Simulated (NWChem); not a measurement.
Molecule: SrHSCl; SMILES [SH][Sr][Cl]

```xyz
4

Sr    -0.3843    -0.0371    -0.0004
Cl     0.4428    -2.5136     0.0002
S      0.4897     2.5657    -0.0003
H     -0.7595     3.0903     0.0149
```
Atoms are numbered in this order, from 1.

Program: NWChem. Coordinates come from a PBE0/def2-SVP optimisation. No frequency run checked for a minimum. def2 effective core potentials on Sr; no spin-orbit coupling. Ions are spin-unrestricted doublets at the neutral geometry; other ion states weren't tried.

For level PBE/def2-SVP:

| Item | Value |
|---|---|
| vertical ionisation energy, ΔSCF (eV) | 8.37 |
| −ε(HOMO) (eV) | 5.23 |

Task: Estimate the same quantities for level PBE0/def2-SVP.

Result: 
* **vertical ionisation energy, ΔSCF (eV)**: 8.63
* **−ε(HOMO) (eV)**: 6.35
